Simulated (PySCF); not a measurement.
These compounds are isomers of formula C6H8OSi.

A. SMILES [SiH3]Oc1ccccc1
B. `CO[SiH2]CC#CC#C`
C. SMILES O[SiH2]c1ccccc1
D. `C1[SiH](c2occc2)C1`
E. `InChI=1S/C6H8OSi/c1-3-5-4(2)8-6(5)7/h1,4-5H,8H2,2H3/t4-,5+/m1/s1`

Spectrum 1. ¹H NMR (500 MHz, computed): δ 7.75 (m, 2H), 7.70 (m, 2H), 7.69 (m, 1H), 5.51 (s, 2H), 1.25 (br s, 1H). ¹³C{¹H} NMR (computed): δ 141.1 (C), 138.1 (CH), 135.7 (CH), 133.4 (CH).

Spectrum 2. ¹H NMR (500 MHz, computed): δ 7.83 (m, 1H), 6.87 (m, 1H), 6.78 (m, 1H), 3.70 (m, 1H), 0.85 (m, 2H), 0.71 (m, 2H). ¹³C{¹H} NMR (computed): δ 154.3 (CH), 153.8 (C), 125.4 (CH), 117.5 (CH), -0.9 (CH2).

Spectrum 3. ¹H NMR (500 MHz, computed): δ 7.60 (m, 2H), 7.24 (t, 1H), 7.07 (d, 2H), 5.15 (s, 3H). ¹³C{¹H} NMR (computed): δ 162.3 (C), 135.1 (CH), 126.3 (CH), 122.1 (CH).

Spectrum 4. ¹H NMR (500 MHz, computed): δ 5.23 (m, 1H), 5.09 (m, 1H), 3.95 (m, 1H), 2.15 (m, 1H), 2.13 (d, 1H), 1.65 (d, 3H). ¹³C{¹H} NMR (computed): δ 233.1 (C), 87.4 (CH), 81.7 (C), 63.0 (CH), 18.6 (CH), 17.2 (CH3).

Spectrum 5. ¹H NMR (500 MHz, computed): δ 4.87 (t, 2H), 3.80 (s, 3H), 2.18 (t, 2H), 1.04 (s, 1H). ¹³C{¹H} NMR (computed): δ 77.1 (C), 74.7 (C), 71.8 (C), 69.4 (CH), 54.0 (CH3), 5.7 (CH2).

Level of theory: geometry from GFN2-xTB, σ from GIAO-PBE0/pcSseg-1, in PySCF 2.14.0 with density-fitted response routines (equivalent nuclei averaged, a single conformation, non-relativistic, no solvent model).

Shifts are taken against calculated references (same method and geometry level): ¹H (σref 31.72), ¹³C (σref 186.93) against TMS. Where no couplings were computed, multiplicities follow the n + 1 count of equivalent neighbours, and m marks all less simple cases (inequivalent or close neighbours, rings, F or P nearby). Shifts are as computed. Against solution values, carbons near 30 ppm lie about +3 ppm off and those near 130 ppm about +5 ppm. Of 1211 compounds with measured shifts, 218 miss one by over three times the rms of a fit or turn the order of signals round; such compounds aren't used in these exercises. OH and NH positions are gas-phase values without hydrogen bonding to other molecules.

**Question.** Which spectrum belongs to which compound?

**Answer.** 1–C, 2–D, 3–A, 4–E, 5–B.

- Spectrum 1 (C): 4 ¹³C signals; δC 138.1 is an aromatic CH; δC 135.7 is an aromatic CH.
- Spectrum 2 (D): 5 ¹³C signals; δC -0.9 is a three-membered-ring carbon; δH 7.83 is the hydrogen on an aromatic CH next to the ring oxygen.
- Spectrum 3 (A): 4 ¹³C signals; δC 162.3 is an aromatic carbon bearing oxygen; δC 135.1 is an aromatic CH.
- Spectrum 4 (E): 6 ¹³C signals; δC 87.4 is a terminal alkyne carbon; δC 81.7 is an alkyne carbon.
- Spectrum 5 (B): 6 ¹³C signals; δC 77.1 is an alkyne carbon; δC 74.7 is an alkyne carbon.
